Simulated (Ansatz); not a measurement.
Molecule: BI, charge 1, multiplicity 2. 
Geometry from a B3LYP-D3(BJ)/def2-TZVP (Ansatz, a first-principles code) optimisation:
SMILES: [B][I+]
```xyz
2

B      0.0000     0.0000    -1.7972
I      0.0000     0.0000     0.1695
```
Charge +1, spin multiplicity 2.

Basis-set convergence of Hartree-Fock and CCSD(T) correlation energies (hartree) with Ansatz. Valence correlation only, unless marked. Open shells are spin-unrestricted. Spin-orbit coupling is left out. Frozen are the shells of the preceding noble gas and the d and f shells that filled before the atom's block. In def2 rows, elements after Kr have scalar-relativistic effective core potentials.

```csv
basis,functions,E(HF),"E(corr, CCSD(T))"
def2-SVPD,55,-320.93171,-0.17143
def2-TZVPPD,96,-320.97131,-0.21675
def2-QZVPPD,154,-320.97342,-0.23578
```

Extrapolating the two largest sets (X = 3 and 4) as X^-3: E(corr) = (64·(-0.23578) - 27·(-0.21675))/37 = -0.2497 Eh, an estimate of the basis-set limit. The largest set recovers 94.4 % of it, the smallest 68.7 %.
